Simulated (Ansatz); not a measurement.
Two members of one family (Series SiEtX3), computed with Ansatz in the gas phase. Binding counts from free atoms in the multiplicity of their measured ground term, without zero-point energy. The structures are stationary points that may keep the symmetry of their start.

First: SiEt(NHMe)3 (singlet, charge 0, PBE-D4/def2-SVP geometry).

```xyz
26

Si    0.056   -0.049    0.023
C    -1.779   -0.392    0.353
C    -2.715    0.486   -0.488
H    -1.952   -0.215    1.438
H    -2.000   -1.471    0.192
H    -3.785    0.314   -0.251
H    -2.503    1.563   -0.320
H    -2.576    0.302   -1.573
N     0.604    1.603    0.170
C     0.814    2.315    1.414
H     0.459    2.205   -0.644
H    -0.030    2.988    1.702
H     0.935    1.576    2.233
H     1.739    2.939    1.396
N     0.367   -0.362   -1.672
C    -0.112   -1.502   -2.427
H     1.252    0.015   -2.025
H     0.539   -2.409   -2.368
H    -1.113   -1.807   -2.060
H    -0.236   -1.260   -3.507
N     0.920   -0.939    1.257
C     2.363   -1.046    1.338
H     0.417   -1.683    1.743
H     2.784   -1.960    0.849
H     2.824   -0.170    0.836
H     2.729   -1.040    2.390
```

```csv
level,HOMO (eV),LUMO (eV),gap (eV),binding per atom (eV)
PBE-D4/def2-SVP,-4.51,0.59,5.10,4.03
r2SCAN-D4/def2-TZVP,-5.02,0.63,5.65,3.93
B3LYP-D4/6-31G,-5.52,1.78,7.29,3.81
PBE0-D4/def2-SVP,-5.93,1.45,7.38,3.98
PBE0-D4/def2-TZVP,-6.12,0.79,6.90,3.95
```

Second: SiEt(OAc)3 (singlet, charge 0, PBE-D4/def2-SVP geometry).

```xyz
29

Si   -0.2193   -0.1867    0.2227
C    -1.7059   -1.0423    0.9282
C    -2.0118   -2.4018    0.2810
H    -2.5513   -0.3315    0.8055
H    -1.5235   -1.1471    2.0192
H    -2.9263   -2.8546    0.7156
H    -2.1720   -2.3061   -0.8127
H    -1.1833   -3.1249    0.4356
O     1.1980   -1.1492    0.1628
C     1.6951   -1.6845    1.3145
C     2.9772   -2.4376    1.0778
O     1.1410   -1.5453    2.3897
H     3.3169   -2.9102    2.0148
H     3.7507   -1.7363    0.7052
H     2.8320   -3.2009    0.2885
O     0.2888    1.2246    1.0369
C    -0.4797    2.3435    0.9151
C     0.2271    3.5720    1.4140
O    -1.5943    2.3074    0.4229
H    -0.4740    4.4217    1.4639
H     1.0448    3.8011    0.7005
H     0.6943    3.3821    2.3990
O    -0.5258    0.0797   -1.4299
C     0.0296    1.0505   -2.2152
C    -0.5532    1.0211   -3.6056
O     0.8690    1.8309   -1.8168
H    -0.0326    1.7523   -4.2484
H    -1.6335    1.2699   -3.5512
H    -0.4781    0.0023   -4.0338
```

Problem. Estimate how these quantities change from the first to the second (second minus first).

Solution. 
```
              level  Δ HOMO (eV)  Δ LUMO (eV)  Δ gap (eV)  Δ binding per atom (eV)
    PBE-D4/def2-SVP        -1.69        -1.78       -0.09                     0.72
r2SCAN-D4/def2-TZVP        -1.71        -1.74       -0.03                     0.66
     B3LYP-D4/6-31G        -2.18        -2.28       -0.10                     0.49
   PBE0-D4/def2-SVP        -2.04        -1.56        0.48                     0.65
  PBE0-D4/def2-TZVP        -1.94        -1.03        0.91                     0.63
```
